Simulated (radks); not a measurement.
Results of a calculation; reference values are marked as such.
Excited configurations of Mo: one electron is placed in a higher orbital outside [Kr] 4d5. The ground configuration is [Kr] 4d5 5s1. Code: a radial shooting solver on a logarithmic mesh with Libxc functionals. Model: scalar-relativistic Kohn-Sham, r2SCAN, spin-unpolarised, spherical densities, finite nucleus; meta-GGA in the generalised Kohn-Sham scheme; Fermi nuclear charge, rms radius 4.4091 fm. Excitation = E - E(ground); binding = E(ion) - E, where the ion is the core of charge +1; n* = 1/sqrt(2 binding) in atomic units, and the quantum defect is n - n*.

| outer orbital | excitation (eV) | binding (eV) | n* | eigenvalue (eV) | <r> (bohr) |
|---|---|---|---|---|---|
| 5p | 3.132 | 3.502 | 1.971 | -1.628 | 5.231 |
| 5d | 5.199 | 1.435 | 3.080 | -0.639 | 11.17 |
| 5f | 6.057 | 0.577 | 4.855 | -0.322 | 31.20 |
| 6s | 4.409 | 2.225 | 2.473 | -1.324 | 9.537 |
| 6f | 6.221 | 0.413 | 5.739 | -0.250 | 46.92 |
| 7p | 5.723 | 0.911 | 3.865 | -0.568 | 22.65 |
| 7d | 6.053 | 0.581 | 4.840 | -0.348 | 34.39 |

The Delta-SCF ionisation energy is 6.634 eV (NIST Atomic Spectra Database: 7.092 eV, measured). Self-interaction in the functional shifts the binding energies and quantum defects, so they are the method's values and not measured ones. Spin polarisation and multiplet splitting are left out, so open shells lie too high by an amount that depends on their filling.

Beside tabulated values, note that spin-unpolarised runs miss the spin-polarisation part of the exchange energy of open shells.
